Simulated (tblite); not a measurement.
Compound: C₆H₁₃OPS.
SMILES with atom numbers: `[CH3:1][CH2:2][P:3]1(=[O:4])[CH2:5][CH2:6][S:7][CH2:8][CH2:9]1` (hydrogens: H10, H11, H12 on C1; H13, H14 on C2; H15, H16 on C5; H17, H18 on C6; H19, H20 on C8; H21, H22 on C9)

Computed with GFN2-xTB (tblite), gas phase: L-BFGS steps from a force-field or distance-geometry start until the largest atomic force falls under 0.01 eV/Å.

Step 32: E = -799.1970 eV
```
atom  x, y, z in Å  |  force x, y, z in eV/Å
C1      2.9313    0.4369   -0.3705   -0.018  -0.024  -0.006
C2      1.8918   -0.5151    0.2019   -0.006  -0.011  -0.004
P3      0.2770   -0.2620   -0.6428    0.002   0.005  -0.024
O4      0.3330   -0.3468   -2.1065   -0.010  -0.010  -0.024
C5     -0.8499   -1.5133    0.1084   -0.003   0.024  -0.007
C6     -2.2651   -1.2264   -0.3590    0.005  -0.028  -0.002
S7     -2.8969    0.3189    0.3606   -0.017  -0.030  -0.009
C8     -1.8126    1.4843   -0.5146   -0.009   0.021  -0.014
C9     -0.3726    1.3583   -0.0544   -0.010   0.003   0.004
H10     2.6694    1.4712   -0.1510    0.035  -0.032   0.009
H11     3.9168    0.2289    0.0439   -0.029   0.022  -0.013
H12     2.9736    0.3167   -1.4516   -0.006   0.017   0.004
H13     1.7812   -0.3903    1.2795    0.011  -0.003  -0.009
H14     2.1709   -1.5524   -0.0050    0.037   0.002   0.027
H15    -0.7935   -1.4968    1.1975    0.003  -0.028  -0.021
H16    -0.5213   -2.4902   -0.2628   -0.024   0.021   0.040
H17    -2.3028   -1.1309   -1.4465    0.023   0.006   0.006
H18    -2.9602   -2.0045   -0.0436   -0.005  -0.012   0.015
H19    -1.8948    1.2782   -1.5834    0.018  -0.010  -0.023
H20    -2.2218    2.4729   -0.3088    0.016   0.037   0.019
H21    -0.3015    1.4510    1.0291    0.005   0.014   0.002
H22     0.2376    2.1309   -0.5322   -0.015   0.015   0.028
```

Step 33: E = -799.1975 eV
```
atom  x, y, z in Å  |  force x, y, z in eV/Å
C1      2.9300    0.4377   -0.3728   -0.014  -0.023  -0.006
C2      1.8921   -0.5143    0.2032    0.011  -0.007  -0.006
P3      0.2772   -0.2629   -0.6406    0.006   0.012  -0.039
O4      0.3354   -0.3475   -2.1043   -0.017  -0.012  -0.029
C5     -0.8506   -1.5132    0.1098   -0.020   0.020  -0.004
C6     -2.2653   -1.2285   -0.3607   -0.007  -0.008  -0.003
S7     -2.9004    0.3189    0.3553    0.019  -0.023  -0.038
C8     -1.8111    1.4859   -0.5162   -0.020   0.005  -0.009
C9     -0.3720    1.3569   -0.0519   -0.036   0.014   0.002
H10     2.6725    1.4718   -0.1469    0.037  -0.036   0.008
H11     3.9189    0.2254    0.0325   -0.044   0.025  -0.015
H12     2.9630    0.3220   -1.4549   -0.004   0.017   0.010
H13     1.7836   -0.3885    1.2805    0.010  -0.003   0.000
H14     2.1723   -1.5511   -0.0036    0.036  -0.006   0.027
H15    -0.7969   -1.4930    1.1986    0.005  -0.030  -0.007
H16    -0.5212   -2.4914   -0.2569   -0.021   0.020   0.035
H17    -2.3014   -1.1351   -1.4485    0.024   0.008   0.012
H18    -2.9617   -2.0058   -0.0451    0.007  -0.005   0.014
H19    -1.8901    1.2807   -1.5859    0.016  -0.007  -0.005
H20    -2.2208    2.4751   -0.3104    0.027   0.012   0.017
H21    -0.3048    1.4459    1.0321    0.007   0.019   0.005
H22     0.2409    2.1305   -0.5251   -0.021   0.009   0.030
```

Step 34: E = -799.1982 eV
```
atom  x, y, z in Å  |  force x, y, z in eV/Å
C1      2.9283    0.4380   -0.3755   -0.006  -0.014  -0.006
C2      1.8925   -0.5138    0.2044    0.023  -0.005  -0.008
P3      0.2774   -0.2637   -0.6387    0.006   0.015  -0.044
O4      0.3376   -0.3485   -2.1023   -0.022  -0.010  -0.029
C5     -0.8516   -1.5127    0.1113   -0.030   0.011   0.003
C6     -2.2656   -1.2309   -0.3626   -0.016   0.016  -0.004
S7     -2.9039    0.3185    0.3492    0.047  -0.005  -0.060
C8     -1.8098    1.4878   -0.5182   -0.024  -0.013  -0.001
C9     -0.3719    1.3557   -0.0490   -0.051   0.020   0.000
H10     2.6766    1.4717   -0.1422    0.029  -0.027   0.009
H11     3.9205    0.2222    0.0198   -0.046   0.017  -0.014
H12     2.9513    0.3281   -1.4585   -0.002   0.013   0.010
H13     1.7867   -0.3869    1.2816    0.007  -0.001   0.008
H14     2.1746   -1.5499   -0.0016    0.031  -0.017   0.024
H15    -0.8007   -1.4897    1.1996    0.007  -0.024   0.012
H16    -0.5217   -2.4924   -0.2496   -0.014   0.011   0.021
H17    -2.2989   -1.1391   -1.4507    0.020   0.007   0.012
H18    -2.9634   -2.0073   -0.0467    0.020   0.002   0.010
H19    -1.8845    1.2830   -1.5888    0.010   0.000   0.015
H20    -2.2194    2.4779   -0.3120    0.034  -0.018   0.010
H21    -0.3083    1.4411    1.0355    0.004   0.019   0.007
H22     0.2438    2.1304   -0.5168   -0.025   0.005   0.026
```

Step 35: E = -799.1989 eV
```
atom  x, y, z in Å  |  force x, y, z in eV/Å
C1      2.9261    0.4382   -0.3788    0.003  -0.001  -0.008
C2      1.8935   -0.5135    0.2060    0.024  -0.005  -0.010
P3      0.2776   -0.2642   -0.6366    0.002   0.011  -0.035
O4      0.3393   -0.3496   -2.1001   -0.027  -0.006  -0.022
C5     -0.8533   -1.5119    0.1133   -0.025   0.001   0.010
C6     -2.2661   -1.2329   -0.3649   -0.016   0.033  -0.003
S7     -2.9068    0.3179    0.3418    0.049   0.017  -0.064
C8     -1.8088    1.4892   -0.5205   -0.015  -0.027   0.006
C9     -0.3727    1.3549   -0.0455   -0.044   0.015  -0.002
H10     2.6816    1.4710   -0.1368    0.014  -0.010   0.009
H11     3.9217    0.2190    0.0047   -0.034   0.003  -0.009
H12     2.9377    0.3351   -1.4626    0.000   0.007   0.006
H13     1.7910   -0.3856    1.2832    0.002   0.002   0.009
H14     2.1778   -1.5491    0.0010    0.022  -0.025   0.019
H15    -0.8050   -1.4872    1.2014    0.007  -0.011   0.028
H16    -0.5225   -2.4931   -0.2413   -0.006   0.000   0.002
H17    -2.2952   -1.1424   -1.4530    0.014   0.002   0.005
H18    -2.9652   -2.0086   -0.0491    0.029   0.007   0.005
H19    -1.8777    1.2842   -1.5918    0.003   0.008   0.027
H20    -2.2176    2.4802   -0.3145    0.033  -0.041   0.004
H21    -0.3123    1.4371    1.0396   -0.003   0.015   0.004
H22     0.2464    2.1306   -0.5070   -0.029   0.005   0.018
```

**Question.** Estimate the geometry and energy of step 36. (The exact step hangs on the optimiser's Hessian estimate; all steps are aligned on step 35, rigid shifts and turns removed.)

**Answer.** E = -799.1995 eV, largest force 0.058 eV/Å
```
atom  x, y, z in Å  |  force x, y, z in eV/Å
C1      2.9240    0.4384   -0.3823    0.008   0.010  -0.007
C2      1.8950   -0.5135    0.2076    0.013  -0.007  -0.011
P3      0.2778   -0.2645   -0.6342   -0.003  -0.001  -0.014
O4      0.3402   -0.3505   -2.0978   -0.031  -0.001  -0.011
C5     -0.8552   -1.5112    0.1158   -0.008  -0.005   0.016
C6     -2.2664   -1.2339   -0.3674   -0.004   0.034  -0.003
S7     -2.9085    0.3178    0.3342    0.023   0.030  -0.044
C8     -1.8078    1.4897   -0.5227    0.003  -0.029   0.007
C9     -0.3741    1.3545   -0.0416   -0.016   0.001   0.000
H10     2.6863    1.4703   -0.1315    0.000   0.006   0.008
H11     3.9226    0.2160   -0.0106   -0.016  -0.011  -0.003
H12     2.9240    0.3420   -1.4667    0.001   0.003   0.003
H13     1.7959   -0.3848    1.2852   -0.002   0.004   0.001
H14     2.1810   -1.5487    0.0033    0.013  -0.025   0.014
H15    -0.8096   -1.4854    1.2039    0.004   0.001   0.030
H16    -0.5234   -2.4937   -0.2335   -0.002  -0.007  -0.013
H17    -2.2908   -1.1444   -1.4554    0.008  -0.004  -0.005
H18    -2.9666   -2.0090   -0.0523    0.031   0.011   0.001
H19    -1.8708    1.2843   -1.5942   -0.003   0.014   0.022
H20    -2.2159    2.4812   -0.3178    0.023  -0.045   0.000
H21    -0.3165    1.4342    1.0439   -0.012   0.010   0.000
H22     0.2483    2.1307   -0.4974   -0.031   0.010   0.008
```

The energy changes by -0.0006 eV. The first-order estimate −F·Δx gives -0.0008 eV and the mean of the old and new forces, exact on a quadratic surface, -0.0006 eV. The step makes an angle of 81° with the force vector and moves no atom by more than 0.016 Å.

The cost below is that of the whole relaxation. The run took 0.82 s of wall time on one thread of an Arm Neoverse N1, shared host with 64 logical CPUs at a one-minute load of 27.
